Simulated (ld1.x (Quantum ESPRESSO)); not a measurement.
Pt, TM: configuration errors across variants

platinum, norm-conserving Troullier–Martins (Kleinman–Bylander form), made with ld1.x (Quantum ESPRESSO) 7.5 (PBE, scalar-relativistic). Core [Kr] 4d10 4f14 5s2, reference 5p6 5d8 6s0 6p0 (charge +2). Waves: 6s (bound, empty): rc 1.70 bohr; 5p (bound): rc 1.00 bohr; 5d (bound): rc 2.10 bohr; 5f channel at -0.15 Ry: rc 2.20 bohr. Local part: all-electron potential smoothed inside 1.35 bohr (lloc = -1). Core correction: a·sin(br)/r model core inside 0.85 bohr.

All-electron excitation energies from the reference (eV): (1) 5p6 5d9 6s1 6p0 -29.160; (2) 5p6 5d9 6s0 6p0 -19.966; (3) 5p6 5d7 6s0 6p0 32.217; (4) 5p6 5d9 6s0 6p1 -24.111; (5) 5p6 5d8 6s1 6p0 -17.993; (6) 5p6 5d9 6s0.5 6p0 -25.466; (7) 5p6 5d8 6s2 6p0 -28.155.

3 further variants failed, have other tests or another functional or relativity, and are left out.

A true bound ghost makes a file unfit for plane-wave use even where its test errors are small: the radial tests pick states by their node count and pass the ghost by.

Errors AE − PS in meV (a dash: test not solved or not reliable):

| change | (1) | (2) | (3) | (4) | (5) | (6) | (7) | bound ghosts |
| --- | --- | --- | --- | --- | --- | --- | --- | --- |
| base | +13 | +1.0 | -11 | +19 | +1.8 | +8.0 | -1.1 | s |
| local potential all-electron potential smoothed inside 0.95 bohr (lloc = -1) | -3.0 | +1.9 | -9.2 | +95 | -0.1 | +1.2 | -12 | s |
| all radii but the core radius scaled by about 1.16 (s 1.98, p 1.16, d 2.44, f 2.56 bohr); local potential all-electron potential smoothed inside 1.58 bohr (lloc = -1) | +0.1 | -14 | -35 | -82 | -3.3 | -5.2 | -18 | d, s |
| core correction a·sin(br)/r model core inside 1.16 bohr | +14 | +0.8 | -12 | +19 | +2.6 | +8.1 | +1.2 | s |
| wave 5p (bound): rc 1.00 bohr becomes 5p (bound): rc 1.30 bohr | +13 | +1.0 | -11 | +26 | +1.8 | +8.0 | -1.1 | s |
| wave 5f channel at -0.15 Ry: rc 2.20 bohr becomes 5f channel at -0.15 Ry: rc 2.70 bohr | +13 | +1.0 | -11 | +19 | +1.8 | +8.0 | -1.1 | s |
| wave 5d (bound): rc 2.10 bohr becomes 5d (bound): rc 1.52 bohr | +14 | +1.1 | -11 | +19 | +1.8 | +8.4 | -1.5 | s |
| wave 5f channel at -0.15 Ry: rc 2.20 bohr becomes 5f channel at -0.19 Ry: rc 2.20 bohr | +13 | +1.0 | -11 | +19 | +1.8 | +8.0 | -1.1 | s |
| local potential all-electron potential smoothed inside 1.26 bohr (lloc = -1) | +17 | +1.2 | -11 | +27 | +2.4 | +9.8 | +1.4 | s |

(1) Give the same row for: wave 6s (bound): rc 1.70 bohr becomes 6s (bound): rc 1.38 bohr.

## Answers

(1) -24, +1.0, -11, +19, -44, -4.9, -137; bound ghosts: s.
